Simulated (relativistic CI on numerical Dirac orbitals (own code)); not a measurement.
How well does a small relativistic CI reproduce Sm2+?

Calculated at this level of theory: Dirac-Coulomb-Breit CI, orbitals from a KLI potential per configuration, a model potential for QED, valence Slater integrals scaled by 0.85, P86 correlation energy added to each configuration (own radial code, finite nucleus).

CI space (outside the closed core [Xe]): 4f6, 4f5 5d, 4f5 6s, 4f5 7s, 4f5 6d, 4f5 8s, 4f4 6s2, 4f3 5d 6s2, 4f3 6s2 7s, 4f3 6s2 6d, 4f3 6s2 8s. Double excitations out of closed p, d and f shells are left out; levels of such configurations are missing from the list, as are those of other unlisted configurations, and high levels can miss mixing partners.

```csv
Configuration,Term (tabulated),J,Measured (cm⁻¹),Computed,Error,Purity (%)
4f6,7F,0,0.0,0,0,94
4f6,7F,1,293.4,293,0,95
4f6,7F,2,813.5,816,3,97
4f6,7F,3,1492.7,1499,7,98
4f6,7F,4,2277.9,2289,11,98
4f6,7F,5,3131.5,3147,15,98
4f6,7F,6,4027.0,4045,18,97
4f5 5d,7H°,2,26283.5,13343,-12941,87
4f5 5d,7F°,1,27885.9,14916,-12970,64
4f5 5d,7F°,2,28228.8,15214,-13015,64
4f5 5d,7F°,3,29121.4,15898,-13223,68
4f5 5d,7H°,5,29377.3,16241,-13136,59
4f5 5d,7F°,4,30198.9,16937,-13262,75
4f5 5d,7F°,5,31376.6,18253,-13124,86
4f5 5d,7G°,4,32598.8,18825,-13773,89
4f5 5d,7F°,6,32868.0,19701,-13167,94
4f5 5d,7G°,5,33771.9,19813,-13959,94
4f5 5d,7F°,3,35928.0,24596,-11332,92
4f5 5d,7F°,4,36826.1,25369,-11457,90
4f5 5d,7D°,2,36931.9,25028,-11904,85
4f5 5d,7D°,3,37715.9,25749,-11967,76
4f5 5d,7F°,6,38758.0,27369,-11389,64
4f5 5d,7D°,5,39666.8,27840,-11827,89
```

Measured levels from Martin, Zalubas and Hagan, Atomic Energy Levels: The Rare-Earth Elements, NSRDS-NBS 60 (1978); pairs were made by configuration, J and term (by order where the table uses no LS term), so strongly mixed levels may be paired wrongly.

Mean error by configuration (cm⁻¹): 4f6 9; 4f5 5d -12653. Over the excited levels the mean absolute error is 9204 cm⁻¹ (22 of the 27 excited levels that our extract of the source holds in range could be paired, and the others can miss by more), and the median relative error of those above 1,000 cm⁻¹ is 36 %.
